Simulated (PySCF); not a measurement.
Magnesium: a sound run and one with changed settings

Sound run: Mg⁺ [Ne] 3s1, Mg²⁺ [Ne]. Computed with PySCF 2.14 in aug-cc-pVDZ, with the non-relativistic Hamiltonian (point nucleus). The sound run starts from symmetry-adapted Hartree-Fock orbitals and uses a fine grid where one is needed.

Changed run: initial guess minao, at most 50 SCF cycles.

```
species  method  sound run (hartree)  changed run (hartree)  converged
    Mg⁺     UHF           -199.36492             -199.36492        yes
    Mg⁺   B3LYP           -199.80609             -199.80609        yes
    Mg⁺    BP86           -199.79731             -199.79731        yes
   Mg²⁺     UHF           -198.82424             -198.82424        yes
   Mg²⁺   B3LYP           -199.23945             -199.23945        yes
   Mg²⁺    BP86           -199.23891             -199.23891        yes
```

Here the plain start reaches the same solutions.
